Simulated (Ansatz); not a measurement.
`[BH2][SnH2][SiH2][SiH3]` + H₂ → `[BH2][SnH2][SiH3]` + SiH₄  (hydrogenolysis of the Si–Si bond)

Calculated with Ansatz (gas phase, PBE0-D4/def2-TZVP geometries, no zero-point term in ΔE). CCSD(T)/CBS adds triple-zeta CCSD(T) − MP2 to the extrapolated MP2 energy (def2 sets, frozen cores). This one scheme is used for every species. Functionals use def2-TZVPP. B3LYP here is the variant with VWN-RPA as its local correlation; programs differ in this. HSE06 is defined as in plane-wave codes. def2 core potentials past Kr. For Sn outer-core shells are correlated without core-valence functions, which leaves a few kJ/mol of doubt a bond. Each species was taken in one conformer, which may not be the lowest.

`[BH2][SnH2][SiH2][SiH3]`:

Z-matrix (Å, degrees):
```
Sn
Si 1 2.578
B 1 2.234 2 106.7
H 1 1.711 2 107.1 3 -121.3
H 1 1.710 2 108.3 3 122.9
Si 2 2.335 1 109.5 3 52.6
H 2 1.490 1 109.1 3 -67.1
H 2 1.489 1 110.0 3 174.4
H 3 1.194 1 120.4 2 -86.5
H 3 1.194 1 120.9 2 89.6
H 6 1.488 2 109.9 1 59.4
H 6 1.489 2 108.8 1 -59.0
H 6 1.488 2 112.3 1 -179.3
```

H₂:

Z-matrix (Å, degrees):
```
H
H 1 0.746
```

`[BH2][SnH2][SiH3]`:

Z-matrix (Å, degrees):
```
Sn
Si 1 2.574
B 1 2.234 2 108.3
H 1 1.711 2 107.5 3 -122.4
H 1 1.711 2 107.4 3 122.4
H 2 1.487 1 110.2 3 -60.2
H 2 1.487 1 110.2 3 59.4
H 2 1.487 1 110.4 3 179.6
H 3 1.194 1 120.7 2 -88.7
H 3 1.194 1 120.6 2 87.9
```

SiH₄:

```xyz
5

Si    0.000    0.000    0.000
H     1.169   -0.891   -0.209
H     0.462    1.305    0.536
H    -0.935   -0.629    0.967
H    -0.696    0.215   -1.294
```

```tsv
level	ΔE (kcal/mol)	difference from CCSD(T)/CBS
LDA (SPW92)	-0.5	1.6
PBE-D4	0.8	2.9
revPBE-D4	1.3	3.4
r2SCAN-D4	-1.1	1.0
B97M-V	-2.2	-0.1
PBE0-D4	-0.5	1.6
B3LYP-D4	-2.8	-0.7
r2SCANh-D4	-1.4	0.7
r2SCAN0-D4	-1.9	0.2
HSE06-D4	-0.5	1.6
BHLYP-D4	-4.2	-2.1
CAM-B3LYP-D4	-4.7	-2.6
ωB97M-V	-3.8	-1.7
B2PLYP	-4.8	-2.7
PBE-QIDH	-2.6	-0.5
PBE	-1.1	1.0
BLYP	-5.3	-3.2
r2SCAN	-1.6	0.5
PBE0	-2.2	-0.1
B3LYP	-5.8	-3.7
r2SCANh	-2.0	0.1
r2SCAN0	-2.6	-0.5
HSE06	-2.2	-0.1
BHLYP	-7.3	-5.2
CAM-B3LYP	-6.6	-4.5
LC-ωPBE	-3.6	-1.5
HF/def2-SVP	-11.7	-9.6
MP2/def2-SVP	-5.0	-2.9
CCSD/def2-SVP	-6.6	-4.5
CCSD(T)/def2-SVP	-5.7	-3.6
HF/def2-TZVPP	-10.8	-8.7
MP2/def2-TZVPP	-2.6	-0.5
SCS-MP2/def2-TZVPP	-4.7	-2.6
CCSD(T)/def2-TZVPP	-3.2	-1.1
HF/def2-QZVPP	-10.9	-8.8
MP2/def2-QZVPP	-2.1	0.0
SCS-MP2/def2-QZVPP	-4.1	-2.0
HF/CBS(def2)	-10.9	-8.8
MP2/CBS(def2)	-1.6	0.5
CCSD/CBS(def2)	-3.5	-1.4
CCSD(T)/CBS	-2.1	0
```

Task: What do rigid-rotor, harmonic-oscillator terms from PBE0-D4/def2-TZVP frequencies (298.15 K, 1 bar) make of the CCSD(T)/CBS value? (Best estimate.)

Result: The calculation gave: ΔZPE = +2.3 kcal/mol, ΔH = -0.9 kcal/mol, ΔS = 9 J/(mol·K), ΔG = -1.6 kcal/mol. Modes under 50 cm⁻¹ make the entropy rough.

Largest T1 diagnostic among the species: 0.014.

From BLYP to BHLYP (50 % exact exchange), in def2-TZVPP and without D4, ΔE moves by −2.0 kcal/mol. The D4 term adds +3.0 kcal/mol with B3LYP and +1.7 kcal/mol with PBE0; it sums over pairs of atoms, weighted by their polarisabilities, and B3LYP, whose exchange is more repulsive, gets the larger term. At CCSD(T), def2-SVP lies −3.6 kcal/mol from the extrapolated value and def2-TZVPP −1.1 kcal/mol.
